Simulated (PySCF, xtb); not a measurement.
Ti(OH)4 (H4O4Ti), SMILES [OH][Ti]([OH])([OH])[OH], multiplicity 1.

GFN2-xTB (xtb) at its own geometry gives an orbital gap of 4.82 eV and a dipole moment of 0.06 D.

Coordinates come from a PBE-D3(BJ)/def2-SVP optimisation. The spin state was assumed, not searched. The isomer is the one that the SMILES or the coordinates give; other isomers of the formula were not compared. The values are those of a single conformer.

Question: What does PBE0/def2-TZVP (PySCF) give? (The exact figures need the calculation; the answer reports its results.)

Answer: gap 7.76 eV (levels -9.03 and -1.27 eV), dipole 0.00 D.
